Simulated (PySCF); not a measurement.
Input for PySCF: D3(BJ) and D4 dispersion corrections on C4F6 (SMILES FC(F)=C(F)C(F)=C(F)F).

```python
from pyscf import gto
from pyscf.dispersion import dftd3, dftd4

mol = gto.M(
    atom='''
    F     2.26330588   -0.24830023   -1.20847452
    C     1.85476645   -0.16065305    0.03657553
    F     2.85543658   -0.21265520    0.88892415
    C     0.58476031   -0.03337676    0.42587120
    F     0.35012230    0.04224111    1.74786488
    C    -0.58476031    0.03337676   -0.42587120
    F    -0.35012230   -0.04224111   -1.74786488
    C    -1.85476645    0.16065305   -0.03657553
    F    -2.26330588    0.24830023    1.20847452
    F    -2.85543658    0.21265520   -0.88892415
    ''',
    basis='def2-svp',
    charge=0, spin=0, verbose=0, max_memory=1800)
d3, d4 = {}, {}
for xc in ['hf', 'pbe', 'blyp', 'revpbe', 'tpss', 'r2scan', 'b3lyp', 'pbe0', 'bhlyp', 'camb3lyp', 'b2plyp']:
    d3[xc] = float(dftd3.DFTD3Dispersion(mol, xc=xc, version='d3bj', atm=False).get_dispersion()['energy'])
    print(f'D3(BJ) {xc:10s} {d3[xc]:14.8f} Eh')
for xc in ['hf', 'pbe', 'blyp', 'revpbe', 'tpss', 'r2scan', 'b3lyp', 'pbe0', 'bhlyp', 'camb3lyp', 'b2plyp']:
    d4[xc] = float(dftd4.DFTD4Dispersion(mol, xc={'camb3lyp': 'cam-b3lyp'}.get(xc, xc), atm=True).get_dispersion()['energy'])
    print(f'D4     {xc:10s} {d4[xc]:14.8f} Eh')
```

Program output:

```
D3(BJ) hf            -0.06018950 Eh
D3(BJ) pbe           -0.00755855 Eh
D3(BJ) blyp          -0.01598997 Eh
D3(BJ) revpbe        -0.01948614 Eh
D3(BJ) tpss          -0.00946931 Eh
D3(BJ) r2scan        -0.00211487 Eh
D3(BJ) b3lyp         -0.01300120 Eh
D3(BJ) pbe0          -0.00646834 Eh
D3(BJ) bhlyp         -0.00997987 Eh
D3(BJ) camb3lyp      -0.00572961 Eh
D3(BJ) b2plyp        -0.00591090 Eh
D4     hf            -0.03187978 Eh
D4     pbe           -0.00850476 Eh
D4     blyp          -0.01901077 Eh
D4     revpbe        -0.02897480 Eh
D4     tpss          -0.01150659 Eh
D4     r2scan        -0.00222609 Eh
D4     b3lyp         -0.01352332 Eh
D4     pbe0          -0.00714081 Eh
D4     bhlyp         -0.00933582 Eh
D4     camb3lyp      -0.00712508 Eh
D4     b2plyp        -0.00595652 Eh
```

The run finished.

Cost: very roughly 0.04 core-seconds.
